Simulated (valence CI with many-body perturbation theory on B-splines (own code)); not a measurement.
Results of a calculation; reference values are marked as such.
Hf²¹⁺: magnetic and hyperfine properties of the levels

Level of theory: configuration interaction combined with many-body perturbation theory (CI+MBPT): five valence electrons over a frozen Dirac-Fock core [Kr] 4d10, a basis of 7 s, 7 p, 7 d, 7 f, 4 g, 2 h functions for each j, with the one-electron correlation potential Σ1 (screened to all orders), the two-electron term Σ2, the three-electron term Σ3, Breit, model QED; selected single and double excitations, second order for the rest, scaled by the run's own slope (own B-spline code, finite nucleus).

No measured spectrum was set against this ion. As an estimate, terms of the open shell hold to a few per cent of their energy, and close levels can change places. Core correlation moves these levels by up to 3100 cm⁻¹, and in measured spectra 5 to 20 % of such shifts remained as error; rates that hang on mixing are uncertain with them. Among the levels kept, up to 900 cm⁻¹ of a level comes from second order outside the variational space, and about a tenth of that is noise between levels of different J, which matters for small intervals. Only levels of the ground parity were solved; by the run's estimate the other parity begins above the list, which can be wrong where configurations are misplaced.

A/g_I is the dipole constant over the nuclear g factor μ/I (μ in nuclear magnetons, uniformly magnetised nucleus), B/Q the quadrupole constant per barn. Both hold the static response of the core; the bare values leave it out. Large factors of s and p1/2 electrons are usually good to 5 to 10 %; those of open d and f shells near neutrality can be off by tens of per cent, and small factors of p3/2, d and f electrons come from cancelling terms and can be off by a factor of two or in sign, in half-filled shells by more. B is blank for J = 1/2, where it vanishes, and for nearly pure S terms. Energies count from the lowest level.

Names give the largest LS component (configuration and term), which can be under half, so a name can repeat, a term be missing and a line seem to break the LS rules; names also repeat where a configuration has a term twice. Letters in brackets count levels of one name in rising energy.

```csv
Level,E (cm⁻¹),g,A/g_I (MHz),A/g_I bare,B/Q (MHz/b),B/Q bare
4f⁵ ⁶H°_5/2,0.0,0.361,4460,3560,-2830,-2450
4f⁵ ⁶H°_7/2,7188,0.847,2660,2490,-2410,-2100
4f⁵ ⁶H°_9/2,14127,1.068,1890,2060,-2390,-2100
4f⁵ ⁶F°_3/2,19835,1.003,2600,2770,-409,-347
4f⁵ ⁶F°_1/2,20058,-0.580,9300,7240,,
4f⁵ ⁶F°_5/2,20450,1.208,1680,2130,-726,-631
4f⁵ ⁶H°_11/2,20485,1.185,1520,1880,-2650,-2330
4f⁵ ⁶H°_13/2,26174,1.251,1350,1830,-3090,-2730
4f⁵ ⁶F°_7/2,26553,1.348,904,1510,60.2,29.3
4f⁵ ⁶H°_15/2,30798,1.278,1330,1870,-3490,-3100
4f⁵ ⁶F°_9/2,33335,1.402,665,1340,847,699
4f⁵ ⁶F°_11/2,40027,1.424,615,1330,1730,1460
4f⁵ ⁴G°_5/2 [a],40634,0.876,2880,2810,-2290,-1990
4f⁵ ⁴M°_15/2,44965,0.926,2510,2490,1530,1290
4f⁵ ⁴F°_3/2,46473,0.509,4090,3450,-182,-162
4f⁵ ⁴I°_9/2,50774,0.782,2950,2700,-1610,-1390
4f⁵ ⁴L°_13/2 [a],51062,0.936,2480,2480,-183,-183
4f⁵ ⁴K°_11/2 [a],51424,0.886,2620,2540,-926,-808
4f⁵ ⁴G°_7/2 [a],52284,1.057,2080,2270,-2130,-1870
4f⁵ ⁴P°_5/2,55066,1.397,952,1680,-2030,-1760
4f⁵ ⁴M°_17/2,56005,1.001,2220,2310,2510,2150
4f⁵ ⁴K°_15/2 [a],61557,1.028,2100,2230,-344,-318
4f⁵ ²P°_1/2,61647,0.394,6430,5950,,
4f⁵ ⁴G°_9/2,62279,1.124,1830,2110,-1390,-1230
4f⁵ ⁶P°_3/2,63031,1.978,-2150,-713,491,410
4f⁵ ⁴M°_19/2,63418,1.068,2000,2200,2880,2460
4f⁵ ⁴F°_5/2,63451,0.942,2560,2580,277,228
4f⁵ ⁴L°_13/2 [b],66369,0.941,2370,2360,-1050,-894
4f⁵ ⁴L°_15/2,66493,1.044,2060,2210,65.9,39.0
4f⁵ ⁴M°_21/2,67724,1.110,1910,2180,3160,2690
4f⁵ ⁴H°_11/2,68182,1.112,1860,2130,-23.0,-34.4
4f⁵ ⁴K°_11/2 [b],68959,0.933,2330,2300,-1100,-932
4f⁵ ⁴H°_7/2,69865,0.817,2700,2480,154,141
4f⁵ ²G°_9/2,70790,1.095,1860,2100,1430,1230
4f⁵ ⁴D°_7/2,71096,1.377,630,1250,817,690
4f⁵ ⁴K°_13/2,71122,1.005,2210,2310,-1220,-1040
4f⁵ ⁴L°_17/2,71127,1.046,2120,2290,-111,-105
4f⁵ ⁶P°_5/2,74209,1.490,468,1310,-1780,-1540
4f⁵ ⁴F°_7/2,75511,1.224,1420,1850,826,687
4f⁵ ⁴D°_3/2,75633,1.376,715,1350,-103,-77.8
```

(1) Take the isotope of mass number 179, with I = 9/2, μ = -0.6389 μN and Q = 3.79 b. What is the hyperfine structure of 4f⁵ ⁶F°_1/2?

## Answers

(1) From the table A = -1320 MHz. Shifts from the centre of gravity in MHz: F = 4: 3630, F = 5: -2970.
